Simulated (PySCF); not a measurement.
Cl4HSTa, multiplicity 1. Atoms are numbered in the order given.

```xyz
7

Ta    -0.0590     0.0053     0.0000
Cl    -1.2015     0.0646     1.9802
Cl     0.0584    -2.3092     0.0000
Cl     0.2682     2.3089     0.0000
Cl    -1.2015     0.0646    -1.9802
S      2.3094    -0.2283     0.0000
H      2.6578     1.0778     0.0000
```

Geometry: PBE0-D3(BJ)/def2-SVP. The multiplicity is an assumed one; no other spin state was optimised. The structure was generated by enumeration; whether it is a known compound was not checked. The def2 effective core potentials stand for the cores of Ta; spin–orbit coupling is left out. Other conformers were not sampled.

The numbers are results of TDA-PBE/def2-SVPD in PySCF, not measurements.

Vertical excitations. Isolated molecule, no solvent. State labels are in the subgroup Cs.

Computed lowest excited states:
```csv
state,symmetry,energy (eV),λ (nm),f,main pairs
S1,A",2.71,457,0.000,HOMO→LUMO 100 %
S2,A',2.97,417,0.004,HOMO→LUMO+1 96 %
S3,A",3.50,354,0.001,"HOMO−2→LUMO 70 %, HOMO−1→LUMO+1 27 %"
S4,A',3.50,354,0.011,HOMO−1→LUMO 82 %
S5,A",3.60,344,0.003,"HOMO−1→LUMO+1 70 %, HOMO−2→LUMO 22 %"
S6,A',3.75,331,0.009,"HOMO−3→LUMO 68 %, HOMO−2→LUMO+1 19 %"
S7,A",3.93,316,0.000,HOMO−4→LUMO 96 %
S8,A",3.97,312,0.000,HOMO→LUMO+2 92 %
S9,A",4.05,306,0.022,HOMO−3→LUMO+1 76 %
S10,A',4.24,293,0.005,"HOMO−4→LUMO+1 41 %, HOMO−5→LUMO 41 %, HOMO−2→LUMO+1 10 %"
T1,A",2.63,471,0,HOMO→LUMO 100 %
T2,A',2.86,433,0,HOMO→LUMO+1 100 %
T3,A',3.14,394,0,HOMO−1→LUMO 99 %
T4,A",3.35,370,0,HOMO−2→LUMO 89 %
```
Triplets are in the Tamm–Dancoff approximation.
